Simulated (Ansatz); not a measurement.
Compare A (`BOC[SiH2]C`) with its isomer B (`B[SiH2]COC`).

Calculated with Ansatz (gas phase, PBE0-D4/def2-TZVP geometries, no zero-point term in ΔE). CCSD(T)/CBS is the MP2 limit (def2-TZVPP, def2-QZVPP) plus CCSD(T) − MP2 in def2-TZVPP, frozen cores. Functionals use def2-TZVPP. B3LYP here is the variant with VWN-RPA as its local correlation; programs differ in this. Each species was taken in one conformer, which may not be the lowest.

Q: Which is lower in electronic energy at CCSD(T)/CBS, and by how much? (Estimate.)

A: The calculation gave: A, by 257.4 kJ/mol.

Q: Give E(B) − E(A) in kJ/mol with B3LYP-D4, CCSD/def2-TZVPP, r2SCAN-D4, PBE-D4, MP2/def2-TZVPP, B3LYP, HF/def2-TZVPP. (An estimate is asked.)

A: The calculation gave: B3LYP-D4 256.7, CCSD/def2-TZVPP 253.7, r2SCAN-D4 257.2, PBE-D4 249.3, MP2/def2-TZVPP 267.2, B3LYP 254.2, HF/def2-TZVPP 247.4. None reverses the order clearly.

Largest T1 diagnostic: 0.013.

In def2-TZVPP, CCSD(T) changes the Hartree–Fock value by +8.3 kJ/mol (the triples alone add +1.9 kJ/mol) and MP2 by +19.9 kJ/mol.
